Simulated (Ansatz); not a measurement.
System: FeF, net charge 0, sextet state. The spin state was set by rule; other spins were not relaxed. 
Coordinates optimised at B3LYP-D3(BJ)/def2-TZVP (Ansatz, an electronic-structure program):
```xyz
2

Fe     0.0000     0.0000    -0.4594
F      0.0000     0.0000     1.3271
```
Charge 0, spin multiplicity 6.

Wanted: atomisation energy (electronic, to ground-state atoms), in kcal/mol. Correlated levels leave the core frozen unless marked. Open shells are spin-unrestricted. Spin-orbit coupling is left out. Frozen are the shells of the preceding noble gas and the d and f shells that filled before the atom's block. No relativistic terms. The coupled-cluster limit lacks core correlation, which all-electron functionals hold. CBS(X,Y): correlation extrapolated as X^-3; Hartree-Fock from the larger set.

```tsv
level	program	atomisation energy (kcal/mol)
PBE0/def2-SVP	Ansatz	107.0
r2SCAN0-D4/def2-TZVPD	Ansatz + dftd4	?
wB97M-V/def2-TZVPD	Ansatz	106.1
B2PLYP-D3(BJ)/def2-TZVPD	Ansatz + dftd3	109.5
CCSD/6-31G	Ansatz	?
CCSD(T)/CBS(def2-TZVPPD,def2-QZVPPD)	Ansatz	?
```

**Question.** Fill in the missing entries.

**Answer.** 
- r2SCAN0-D4/def2-TZVPD, atomisation energy (kcal/mol): 111.7
- CCSD/6-31G, atomisation energy (kcal/mol): 87.0
- CCSD(T)/CBS(def2-TZVPPD,def2-QZVPPD), atomisation energy (kcal/mol): 110.7
